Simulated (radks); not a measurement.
Results of a calculation; reference values are marked as such.
Problem. Ionisation of Mn, [Ar] 3d5 4s2, to Mn+, [Ar] 3d5 4s1, under several functionals. Dirac Kohn-Sham, spin-unpolarised, spherical densities, point nucleus; open shells are shared between the two j in proportion to 2j + 1; a radial shooting solver on a logarithmic mesh with Libxc functionals. Known Delta-SCF values: HCTH/407 8.364 eV; Wu-Cohen GGA 8.447 eV; RPBE 8.310 eV. What does OLYP give, and what is its highest occupied eigenvalue?

Solution. 8.040 eV by Delta-SCF; the 4s1/2 eigenvalue is -4.791 eV. NIST: 7.434 eV (measured).

Beside tabulated values, note that spin-unpolarised runs miss the spin-polarisation part of the exchange energy of open shells.
